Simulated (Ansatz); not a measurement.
**Abstraction of Br: C4H9Br + BCl2 → C4H9 + BBrCl2**

Species: C4H9Br `CC(C)(C)Br`, singlet; BCl2 `Cl[B]Cl`, doublet; C4H9 `C[C](C)C`, doublet; BBrCl2 `ClB(Cl)Br`, singlet. A radical takes Br: the energy is the difference in strength between the C–Br bond broken and the B–Br bond made.

Shapes, held fixed at every level: PBE0-D4/def2-TZVP. Programs: Ansatz 0.2.0. The zero-point and thermal change to 298 K, harmonic and unscaled (PBE0-D4/def2-TZVP), is -5.1 kJ/mol.

| level | kind | ΔH(298 K) (kJ/mol) | less CCSD(T)/def2-TZVPP |
| --- | --- | --- | --- |
| MP2/def2-SVP | perturbation theory | -128.5 | -10.0 |
| HF/def2-SVP | Hartree–Fock | -153.8 | -35.3 |
| PBE-D4/def2-TZVPP | GGA | -131.5 | -13.0 |
| r2SCAN-D4/def2-TZVPP | meta-GGA | -133.0 | -14.5 |
| wB97M-V/def2-TZVPP | range-separated hybrid | -133.1 | -14.6 |
| B2PLYP/def2-TZVPP | double hybrid | -130.4 | -11.9 |
| CCSD(T)/def2-TZVPP | coupled cluster or CI | -118.5 | 0.0 |

The highest level, CCSD(T)/def2-TZVPP, gives ΔH(298 K) = -118.5 kJ/mol; the levels span -153.8 to -118.5. The column of differences is taken from that level and isn't an error. No measured value is set beside it here. Open shells run unrestricted. Relativity is left out for Br. Outer-core shells of Br are correlated, in sets that cover them unevenly. CCSD(T)/def2-TZVPP lies outside the range of all other levels here, so it shouldn't be taken on trust.
